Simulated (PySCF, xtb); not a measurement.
1,3,5-triazine cation (C3H3N3), SMILES c1ncncn1 (connectivity only; charge and spin as stated), charge +1, multiplicity 2.

Geometry optimised at PBE-D3(BJ)/def2-SVP. The multiplicity is an assumed one; no other spin state was optimised.

Computed with C-PCM-B3LYP/def2-SVP (PySCF).

The values are the electrostatic part of the solvation free energy, E(continuum) − E(gas) at the gas-phase geometry, in a cavity of scaled van der Waals radii (PySCF's table); cavitation and dispersion terms are not included.

| solvent | ε | ΔG(elec) (kcal/mol) |
|---|---|---|
| water | 78.36 | -62.0 |
| dichloromethane | 8.93 | -55.7 |
| chloroform | 4.71 | -49.4 |

For comparison, GFN2-xTB/ALPB(water) (xtb, at the GFN2-xTB geometry, all terms of that model) gives -61.0 kcal/mol.
